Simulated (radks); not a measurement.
Values are calculated unless marked as measured or tabulated.
The promethium anion Pm- inside a hard spherical wall (all orbitals vanish at R), configuration held at [Xe] 4f6 6s2 and not refilled when levels cross. Level of theory: scalar-relativistic Kohn-Sham, PBEsol, spin-unpolarised, spherical densities, finite nucleus; Fermi nuclear charge, rms radius 4.962 fm (a radial shooting solver on a logarithmic mesh with Libxc functionals). Eigenvalues in eV, with the zero of energy where the potential of the charges vanishes at infinity; a dash marks a level that is unbound or too diffuse for the functional's potential to be trusted. A positive occupied level is held by the wall or, in an anion where self-interaction has pushed it up, behind a barrier. The pressure on the wall is -dE/dV.

R (bohr)  E (hartree)  kinetic (hartree)    e(5s)    e(5p)   e(6s)  e(6p, empty)  e(7s, empty)   e(4f)  pressure (GPa)
20        -10016.3416          10681.428  -37.778  -18.733  -0.621             -             -   2.209          0.0204
12        -10016.3033          10681.388  -35.405  -16.482   0.680             -             -   4.723           0.133
10        -10016.2794          10681.432  -34.188  -15.316   1.371             -             -   5.970           0.410
7         -10016.1498          10681.774  -30.730  -12.027   4.160         7.316        17.031   9.534            4.50
6         -10016.0122          10682.156  -28.720  -10.155   6.584        10.804        25.688  11.674            12.8
4         -10014.7929          10686.148  -20.384   -2.338  23.594        33.609        77.429  21.266             231
3.5       -10013.6432          10690.133  -15.465    2.646  37.019        50.164        112.11  27.299             621
3         -10011.1442          10698.584   -7.092   11.722  62.609        80.167        172.17  37.586            1920
1.5        -9928.8304          10937.399   173.93   218.72  573.97        622.40        1135.8  176.94          235000
